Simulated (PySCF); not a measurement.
Sn(H)2(OH)(OMe) (CH6O2Sn), SMILES C[O][SnH2][OH].

Geometry: B3LYP-D3(BJ)/def2-SVP. The structure was generated by enumeration; whether it is a known compound was not checked. The def2 effective core potentials stand for the cores of Sn; spin–orbit coupling is left out. Other conformers were not sampled.

The numbers are results of TDDFT-ωB97X/def2-SVPD run with PySCF, not measurements.

Vertical excitations. The molecule is in vacuum.

Computed lowest excited states:
```tsv
state	energy (eV)	λ (nm)	f	main pairs
S1	6.30	197	0.015	HOMO→LUMO 38 %, HOMO→LUMO+1 35 %, HOMO→LUMO+2 14 %
S2	6.77	183	0.063	HOMO−2→LUMO 46 %, HOMO−1→LUMO 39 %
S3	6.98	178	0.011	HOMO→LUMO 21 %, HOMO−1→LUMO+1 19 %, HOMO→LUMO+1 17 %, HOMO−2→LUMO 12 %
S4	7.31	170	0.101	HOMO→LUMO 27 %, HOMO−2→LUMO 15 %, HOMO−1→LUMO 15 %, HOMO−1→LUMO+2 8 %
S5	7.47	166	0.023	HOMO−1→LUMO+1 27 %, HOMO−1→LUMO 22 %, HOMO−2→LUMO 17 %, HOMO−1→LUMO+2 10 %
S6	7.58	164	0.024	HOMO→LUMO+2 66 %, HOMO→LUMO+1 21 %
S7	7.92	157	0.011	HOMO−1→LUMO+2 31 %, HOMO−2→LUMO+2 21 %, HOMO−2→LUMO+1 15 %, HOMO−3→LUMO 9 %
S8	8.02	155	0.046	HOMO−2→LUMO+1 37 %, HOMO−1→LUMO+2 18 %, HOMO−1→LUMO+1 17 %, HOMO−2→LUMO+2 7 %
S9	8.23	151	0.079	HOMO−3→LUMO 50 %, HOMO−1→LUMO+2 14 %, HOMO−1→LUMO 8 %
S10	8.37	148	0.135	HOMO−2→LUMO+2 48 %, HOMO−2→LUMO+1 28 %
T1	5.82	213	0	HOMO→LUMO 38 %, HOMO→LUMO+1 35 %, HOMO→LUMO+2 10 %
T2	6.15	202	0	HOMO−1→LUMO 43 %, HOMO−1→LUMO+1 21 %, HOMO−2→LUMO 13 %
T3	6.39	194	0	HOMO−2→LUMO 65 %, HOMO−1→LUMO+1 14 %
T4	6.76	183	0	HOMO→LUMO 29 %, HOMO→LUMO+1 21 %, HOMO−3→LUMO 17 %, HOMO−1→LUMO+1 9 %
```
Triplets are in the Tamm–Dancoff approximation, which puts them higher than full response would, so one can lie above its singlet here.
